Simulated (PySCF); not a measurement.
## Spinor energies of Os⁷²⁺ (osmium, charge +72)

Start: [He] 2s2. Calculated with PySCF 2.14 in an uncontracted even-tempered set (16 s from 15 bohr⁻², ratio 2.6; 13 p from 19 bohr⁻², ratio 2.6; 7 d from 20 bohr⁻², ratio 2.8; 4 f from 370 bohr⁻², ratio 2.8): generalised Hartree-Fock with the X2C-1e Hamiltonian and a Gaussian nucleus; spin-orbit coupling (SO) screened by Boettger's factors.

| spinor shell | electrons | ε, screened SO (eV) | weight of nominal j (screened SO) | rms radius, screened SO (bohr) |
| --- | --- | --- | --- | --- |
| 1s1/2 | 2 | -83246.0 | 1.000 | 0.0199 |
| 2s1/2 | 2 | -20599.8 | 1.000 | 0.0775 |

```
   quantity  screened SO
E (hartree)  -7772.10466
        M_J            0
       ⟨J²⟩        0.000
       ⟨L²⟩        0.000
       ⟨S²⟩        0.000
```

Breit and QED terms are absent; they matter most for the inner s and p1/2 levels.

Densities and radii are taken from the X2C orbitals without a picture-change correction, which distorts them close to the nucleus.
